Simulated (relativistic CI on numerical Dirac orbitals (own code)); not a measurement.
Pt2+ (5d8) in a crystal field

Calculated by Dirac-Coulomb-Breit CI, orbitals from a KLI potential per configuration, QED by a radiative potential, one configuration in a parametric crystal field, unscaled Slater integrals (own radial code). With so little scaling, terms lie 10 to 35 % too far apart, which can change the order of excited levels.

Field parameters in Wybourne normalisation: D4h B²₀ = −7Ds, B⁴₀ = 21(Dq − Dt), B⁴₄ = 21√(5/14) Dq. The field is a parameter set, without covalency.

S is read from ⟨S²⟩ = S(S + 1).

Levels (cm⁻¹, degeneracy): 0 (2), 26 (1), 12538 (1), 12568 (1), 23610 (1), 25317 (1), 25321 (2), 26002 (1), 26313 (1), 28287 (2), 29445 (1), 30829 (1).

**Question.** Which field gives this pattern?
A. D4h, 10Dq = 25450, Ds = 950, Dt = -260 cm⁻¹
B. D4h, 10Dq = 25450, Ds = 550, Dt = -260 cm⁻¹
C. D4h, 10Dq = 25450, Ds = -680, Dt = -260 cm⁻¹
D. D4h, 10Dq = 25450, Ds = -270, Dt = -260 cm⁻¹

**Answer.** B. D4h, 10Dq = 25450, Ds = 550, Dt = -260 cm⁻¹, ground level with S = 0.99.
